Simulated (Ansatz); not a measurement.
Pulling on the La1–F2 bond in F3La (SMILES [F][La]([F])[F]) (multiplicity 1 held, fragments rigid). Energies count from the point at 2.161 Å.
Geometry at that point (charge 0, multiplicity 1):
```xyz
4

La     0.032    -0.057    -0.136
F     -1.853    -1.002     0.337
F     -0.067     2.067    -0.525
F      1.718    -0.704     1.051
```

R- and RO- levels are restricted; in cc, def2 and unpolarised 6-31G sets they are followed outwards from rest. Unrestricted levels (U-) break spin symmetry where that is lower. Left out are points that failed, MP2 points that dive below the minimum, coupled-cluster points behind a jump of the amplitudes or a sharp parting from full CI or MRCI, small-basis points behind a change of solution, and semi-empirical points at long bonds. Curves can end on different states.

Correlated levels freeze the cores.

Programs: Ansatz (an electronic-structure program). Each number belongs to the level named beside it. In def2 rows elements past Kr take small-core potentials, without spin–orbit coupling.

Energies in kcal/mol.

```
R (Å)  R-HF/def2-TZVPP  U-PBE/def2-TZVPP  U-B3LYP/def2-TZVPP  U-wB97X-V/def2-TZVPP  U-MP2/def2-TZVPP  R-CCSD/def2-TZVPP
-----  ---------------  ----------------  ------------------  --------------------  ----------------  -----------------
1.729             62.8              62.2                63.4                  61.1              67.8               66.6
1.945             10.6              10.3                10.7                   9.8              12.5               12.0
2.161              0.0               0.0                 0.0                   0.0               0.0                0.0
2.377              7.3               7.0                 7.0                   7.7               5.8                6.2
2.593             21.4              20.2                20.5                  21.8              18.8               19.6
2.918             44.8              42.1                43.0                  45.1              41.3               42.5
3.242             66.3              61.8                63.5                  66.5              62.5               63.8
3.782             94.9              87.3                90.7                  95.3              91.4               92.6
4.322            115.8             103.1               108.4                 116.5             155.9              113.9
4.971            134.0             113.4               119.4                 134.5             160.1              132.6
5.835            150.8             120.4               126.8                 146.8             160.9           left out
6.916            164.4             124.7               131.3                 153.5             161.0           left out
```

Doubts at one or more of the structures used: a restricted determinant that unrestricted orbitals would lower (R-HF/def2-TZVPP, R-CCSD/def2-TZVPP); a spin-contaminated determinant (U-PBE/def2-TZVPP, U-B3LYP/def2-TZVPP, U-wB97X-V/def2-TZVPP, U-MP2/def2-TZVPP); T1 above 0.05 (R-CCSD/def2-TZVPP).
